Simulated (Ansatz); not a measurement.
A nudged elastic band was laid between two geometries of Cl + F2H2Si (6 atoms, charge 0, multiplicity 2).

Computed with UHF/def2-SVP (Ansatz).

```json
{
  "movable images": "9",
  "climbing image": "yes",
  "spring": "5.0 eV/Å²",
  "optimiser": "quadratic models (default)",
  "start path": "through a guess of the saddle point",
  "force threshold": "0.05 eV/Å",
  "iteration limit": "60",
  "end points": "relaxed"
}
```

Image 0:

```xyz
6
Properties=species:S:1:pos:R:3
Si -0.009 0.016 -0.204
H 0.034 -0.059 1.257
F 1.487 -0.004 -0.764
H -0.692 1.199 -0.727
F -0.739 -1.289 -0.765
Cl -0.018 0.031 4.748
```

Image 10:

```xyz
6
Properties=species:S:1:pos:R:3
Si 0.102 -0.178 -0.558
H 0.315 -0.549 3.892
F 1.377 0.184 -1.463
H -0.618 1.071 -0.246
F -0.847 -1.098 -1.467
Cl -0.266 0.464 3.387
```

Task: What changes between the two ends?

Result: Bonds broken: Si1–H2. Bonds formed: H2–Cl6. Cl + F2H2Si becomes ClH + F2HSi.

Task: What energy profile does the band end with?

Result: The forces met the threshold. The highest image is number 3 of 0 to 10, 0.87 eV above the first end and 0.57 eV above the last; the last end lies 0.30 eV above the first. A vibrational analysis at the climbing image gives one clearly imaginary mode, 1628i cm⁻¹: a first-order saddle point.

```json
{"image": "0", "path coordinate (Å)": "0.00", "energy (eV)": "0.00", "Si1–H2 (Å)": "1.46", "H2–Cl6 (Å)": "3.49"}
{"image": "1", "path coordinate (Å)": "0.57", "energy (eV)": "0.03", "Si1–H2 (Å)": "1.46", "H2–Cl6 (Å)": "2.88"}
{"image": "2", "path coordinate (Å)": "1.14", "energy (eV)": "0.16", "Si1–H2 (Å)": "1.46", "H2–Cl6 (Å)": "2.26"}
{"image": "3", "path coordinate (Å)": "1.70", "energy (eV)": "0.87", "Si1–H2 (Å)": "1.77", "H2–Cl6 (Å)": "1.47"}
{"image": "4", "path coordinate (Å)": "2.20", "energy (eV)": "0.58", "Si1–H2 (Å)": "2.28", "H2–Cl6 (Å)": "1.29"}
{"image": "5", "path coordinate (Å)": "2.69", "energy (eV)": "0.43", "Si1–H2 (Å)": "2.70", "H2–Cl6 (Å)": "1.27"}
{"image": "6", "path coordinate (Å)": "3.18", "energy (eV)": "0.37", "Si1–H2 (Å)": "3.12", "H2–Cl6 (Å)": "1.27"}
{"image": "7", "path coordinate (Å)": "3.68", "energy (eV)": "0.34", "Si1–H2 (Å)": "3.50", "H2–Cl6 (Å)": "1.27"}
{"image": "8", "path coordinate (Å)": "4.17", "energy (eV)": "0.32", "Si1–H2 (Å)": "3.92", "H2–Cl6 (Å)": "1.27"}
{"image": "9", "path coordinate (Å)": "4.66", "energy (eV)": "0.31", "Si1–H2 (Å)": "4.22", "H2–Cl6 (Å)": "1.27"}
{"image": "10", "path coordinate (Å)": "5.15", "energy (eV)": "0.30", "Si1–H2 (Å)": "4.47", "H2–Cl6 (Å)": "1.27"}
```

Task: What is the geometry of the highest image?

Result: 
```xyz
6
Properties=species:S:1:pos:R:3
Si -0.012 0.022 0.011
H 0.023 -0.037 1.783
F 1.488 -0.004 -0.516
H -0.702 1.217 -0.474
F -0.741 -1.290 -0.514
Cl 0.007 -0.014 3.254
```

Task: What are the harmonic wavenumbers there?

Result: 1628i, 49, 83, 286, 355, 705, 709, 885, 886, 930, 1033, 2427 cm⁻¹.

The run took 5.9 min on 1 thread of AMD EPYC 7R43 64-Core Processor (Zen 3), on a shared host, peak memory 0.23 GiB.
